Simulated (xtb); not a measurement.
HOSn, SMILES [OH+]=[Sn] (connectivity only; charge and spin as stated), charge +1, multiplicity 1. All values are semi-empirical tight-binding results from xtb (GFN2-xTB unless named), good for trends rather than for accurate numbers. Geometry optimised at GFN2-xTB. The isomer is the one that the SMILES or the coordinates give; other isomers of the formula were not compared.

Optimised geometry:

Bonded distances (Å): O1–Sn2 1.945, O1–H3 0.976. Bond angles (°): Sn2–O1–H3 180.0.
Charge +1, spin multiplicity 1.

For metal compounds this method's bond lengths and energies can be far off.

Computed properties:
```json
{
  "point_group_as_xtb_finds_it": "C∞v",
  "orbital_gap": "5.46 eV",
  "zero_point_energy": "6.8 kcal/mol",
  "G − E(el) at 298.15 K (modified RRHO)": "-7.9 kcal/mol"
}
```

Computed atomic charges and the Wiberg bond orders between heavy atoms:
charges (e) O1 -0.30, Sn2 0.86, H3 0.45. Bond orders O1–Sn2 1.85.
